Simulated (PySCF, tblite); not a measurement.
C2H12O2Si4.
Geometry (GFN2-xTB, Å), atoms numbered from 1 in this order:
```xyz
20
C2H12O2Si4 angstrom
C     -1.2730    2.6120   -1.3183
Si     0.3104    1.5790   -1.1264
Si    -0.2571   -0.6578   -0.7298
Si    -1.8338   -0.9885    0.9639
O     -1.2509   -0.3305    2.3216
Si     1.6548   -1.9153   -0.2860
C      2.3023   -1.1913    1.3638
O      1.5601   -0.7106    2.1946
H     -1.8542    2.2809   -2.1747
H     -1.0528    3.6664   -1.4594
H     -1.9045    2.5227   -0.4385
H      1.1308    1.7907   -2.3310
H      1.0942    2.1387   -0.0139
H     -0.7862   -1.2406   -1.9888
H     -2.1274   -2.4144    1.1737
H     -3.0957   -0.2707    0.7930
H     -0.3207   -0.4097    2.5527
H      2.8422   -1.9200   -1.1522
H      1.4671   -3.3297    0.0734
H      3.3892   -1.2004    1.5794
```

Theory: PBE0/pcSseg-1 in PySCF (dipole) on a GFN2-xTB geometry, gas phase.

Take the most abundant isotopes and a rigid rotor. The values belong to one conformer with, in the numbering `[CH3:1][SiH2:2][Si@H:3]([SiH2:4][OH:5])[SiH2:6][CH:7]=[O:8]`, C1–Si2–Si3–Si4 -50°, Si2–Si3–Si4–O5 -58°, Si3–Si4–O5–H -40°, Si2–Si3–Si6–C7 65°, Si3–Si6–C7–O8 30°.

Task: What are A, B and C (GHz)?

Result: Ia = 498.69, Ib = 689.13, Ic = 887.05 u·Å²; 505379 MHz·u·Å²/I gives 1013, 733.4 and 569.7 MHz, that is A = 1.0134, B = 0.7334, C = 0.5697 GHz.

Task: What kind of rotor is it?

Result: An asymmetric top. Ray's parameter κ = (2B − A − C)/(A − C) = -0.262; −1 is the prolate and +1 the oblate limit.

Task: What does the inertial defect say?

Result: Not planar: Δ = Ic − Ia − Ib = -300.77 u·Å². For a rigid frame Δ = −2 Σ m c², so Σ m c² = 150.38 u·Å² lies off the ab plane: 21.85 from hydrogen and 128.53 from heavier atoms. The atom farthest from that plane is 2.37 Å away.

Task: Give the other two planar moments, Paa and Pbb, and the rms extents of the mass along the axes.

Result: Paa = Σ m a² = (Ib + Ic − Ia)/2 = 538.74 and Pbb = Σ m b² = (Ia + Ic − Ib)/2 = 348.30 u·Å². With the mass M = 179.99 u, the rms extents √(P/M) along a, b and c are 1.73, 1.39, 0.91 Å.

Task: List the rotational levels J(Ka,Kc) to J = 5 (MHz).

Result: Above 0(0,0):
J = 1: 1(0,1) 1303, 1(1,1) 1583, 1(1,0) 1747
J = 2: 2(0,2) 3856, 2(1,2) 4026, 2(1,1) 4517, 2(2,1) 5357, 2(2,0) 5410
J = 3: 3(0,3) 7580, 3(1,3) 7660, 3(1,2) 8630, 3(2,2) 9266, 3(2,1) 9504, 3(3,1) 11105, 3(3,0) 11116
J = 4: 4(0,4) 12433, 4(1,4) 12464, 4(1,3) 14025, 4(2,3) 14436, 4(2,2) 15031, 4(3,2) 16398, 4(3,1) 16474, 4(4,1) 18864, 4(4,0) 18866
J = 5: 5(0,5) 18412, 5(1,5) 18423, 5(1,4) 20613, 5(2,4) 20833, 5(2,3) 21950, 5(3,3) 23009, 5(3,2) 23273, 5(4,2) 25497, 5(4,1) 25515, 5(5,1) 28646, 5(5,0) 28646
The levels of one J sum to (2J + 1)J(J + 1)(A + B + C)/3.

Task: Which lines would a microwave search look for?

Result: The dipole components are |μa| = 0.19 D, |μb| = 2.55 D, |μc| = 1.25 D. Intensities carry the squares of the components, which stand as 0.01 : 1.00 : 0.24 (a : b : c). Some lines, for components of 0.1 D or more:

```
type  branch         J(Ka,Kc)   MHz  lower level (cm⁻¹)
   b       Q  1(1,0) ← 1(0,1)   444               0.043
   a       Q  2(1,1) ← 2(1,2)   491               0.134
   b       Q  2(1,1) ← 2(0,2)   661               0.129
   c       Q  2(2,1) ← 2(1,1)   840               0.151
   a       R  1(0,1) ← 0(0,0)  1303               0.000
   b       Q  2(2,1) ← 2(1,2)  1331               0.134
   b       R  1(1,1) ← 0(0,0)  1583               0.000
   c       R  1(1,0) ← 0(0,0)  1747               0.000
   b       R  2(0,2) ← 1(1,1)  2273               0.053
   a       R  2(1,2) ← 1(1,1)  2443               0.053
   a       R  2(0,2) ← 1(0,1)  2553               0.043
   b       R  2(1,2) ← 1(0,1)  2723               0.043
   a       R  2(1,1) ← 1(1,0)  2770               0.058
   c       R  2(1,1) ← 1(0,1)  3214               0.043
   b       R  2(2,1) ← 1(1,0)  3610               0.058
   c       R  2(2,0) ← 1(1,0)  3664               0.058
   c       R  2(2,1) ← 1(1,1)  3774               0.053
   b       R  2(2,0) ← 1(1,1)  3827               0.053
```

Task: Estimate the classical rotational partition function at 10 K, 200 K and 298.15 K.

Result: Point group C1, symmetry number σ = 1; q = (√π/σ)·√((kT/h)³/(ABC)), k/h = 20836.6 MHz/K: 8190 at 10 K, 733000 at 200 K, 1330000 at 298.15 K.

Its lowest GFN2-xTB frequency is 6 cm⁻¹, too small to tell a flat minimum from a shallow saddle. Zero-point vibration and centrifugal distortion are left out. A rigid rotor knows nothing of internal rotation, which can split or shift real lines.
